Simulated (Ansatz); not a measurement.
Isolated molecules relaxed with PBE0-D4/def2-TZVP in Ansatz; ΔE leaves out vibrations. CCSD(T)/CBS adds triple-zeta CCSD(T) − MP2 to the extrapolated MP2 energy (def2 sets, frozen cores). This one scheme is used for every species. For As, Se outer-core shells are correlated without core-valence functions, which leaves a few kJ/mol of doubt a bond. Scalar relativity is left out up to krypton. One conformer a species, not always the lowest.

Reaction (ligand exchange at the Se–Al bond): `C[Se][AlH][F]` + arsine → `C[Se][AsH2]` + `[F][AlH2]`

| level | ΔE (kJ/mol) |
| --- | --- |
| SCS-MP2/def2-QZVPP | 81.8 |
| MP2/CBS(def2) | 84.3 |

(1) What does CCSD(T)/CBS give? (Best estimate.)

Largest T1 diagnostic among the species: 0.012.

Results:

(1) Ansatz gave: +86.2 kJ/mol. The listed levels differ from it by -4.4, -1.9 kJ/mol.

Leaving LDA and LC-ωPBE aside and taking each functional with its dispersion term where it has one, the values, not all of them listed here, spread over 14.4 kJ/mol, from BLYP-D4 to r2SCAN0-D4. LDA lies +7.0 kJ/mol from PBE without D4. At CCSD(T), def2-SVP lies +5.9 kJ/mol from the extrapolated value and def2-TZVPP +0.4 kJ/mol.
